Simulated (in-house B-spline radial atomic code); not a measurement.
Cr. Computed with a B-spline radial atomic code. Model: non-relativistic spherical atom: semilocal Troullier-Martins pseudo-atom, one channel per l, against all electrons, high spin, G0W0 and RPA with empty states to l = 8, local potential for every l without a channel, a model core (radius 0 = none) keeps its share of the functional.

What the tables leave out is listed at the end.

The pseudopotential gives back the lowest level of each angular momentum of its own functional in the configuration it was made in; a second state of the same l is only approximately right. Exact exchange, RPA and GW see the smooth pseudo-orbitals and miss the exchange with the core, for which the functional's share stands in. The column with an uncorrelated core keeps all orbitals and exact exchange, and so separates missing core correlation from pseudisation. Only the three outermost levels and the lowest empty one were computed. RPA here is direct RPA, with no exchange kernel, and its energies carry an (l + 1/2)⁻⁴ tail. A hybrid on a potential with a model core restores only its own semilocal share of the core's exchange.

Command:
```bash
python run_psgw.py task.json out
```
Settings (lengths in bohr, energies in hartree):
```
Z                      24
electrons              24
configuration          [Ar] 3d5 4s1
generated_in           [Ar] 3d5 4s1
functional             pbe,pbe
core_shells            3
radius_factor          1.3
core_correction        True
ion_configuration      [Ar] 3d5
```

Cost of the run: 54 s on 1 thread of Intel(R) Xeon(R) Platinum 8259CL CPU @ 2.50GHz (Skylake/Cascade Lake) (shared host).

Given: made with PBE; model core radius 0.462 bohr; local radius 1.332 bohr; mean-field start PBE0.

Valence shells of the generating configuration: 3s, 3p, 4s, 3d.

Channel: s 1.017, p 1.036, d 3.12 (radii in bohr).

Computed: largest level miss in the spin-unpolarised generating configuration 0.064 eV; valence RPA correlation energy all-electron orbitals -0.83437 hartree; all-electron RPA polarisability, core included 43.227 bohr³; ionisation by mean-field all-electron 6.9264 eV; ionisation by mean-field pseudo minus all 0.111 eV; ionisation by RPA all-electron 7.1765 eV; ionisation by RPA pseudo minus all 0.388 eV.

| level | occupied | mean-field all-electron (eV) | mean-field pseudo minus all (eV) | G0W0 all-electron (eV) | G0W0 uncorrelated core minus all (eV) | G0W0 pseudo minus all (eV) | exchange self-energy all-electron (eV) | exchange self-energy pseudo (eV) |
| --- | --- | --- | --- | --- | --- | --- | --- | --- |
| 4s up | 1 | -4.8496 | -0.064 | -7.1889 | 0.007 | -0.249 | -9.7467 | -9.8086 |

**Question.** What is the pseudo-atom RPA polarisability?

**Answer.** 42.012 bohr³.

**Question.** What is the valence RPA correlation energy pseudo?

**Answer.** -0.72093 hartree.

Among the listed levels the largest G0W0 shift of the pseudo-atom is -0.25 eV, for 4s up on the PBE0 start, while leaving the core uncorrelated moves that level by +0.01 eV. So pseudisation and the lost core exchange, not the missing core correlation, make the error. Not in the tables (levels of low weight, unsolved or above zero; the highest and the empty levels are kept at any weight): on PBE, a start not tabulated, the G0W0 levels 3d up (pseudo minus all -0.13 eV, weights 0.52 and 0.47), 4s up (pseudo minus all -0.19 eV, weights 0.72 and 0.72), 3p down (pseudo minus all -1.37 eV, weights 0.04 and 0.00); on PBE0 the G0W0 levels 3d up (pseudo minus all -0.15 eV, weights 0.74 and 0.70), 3p down (pseudo minus all -1.49 eV, weights 0.64 and 0.66), 4p up (pseudo minus all +0.02 eV, weights 0.94 and 0.94); no Hartree-Fock pseudo-atom is run with a model core.
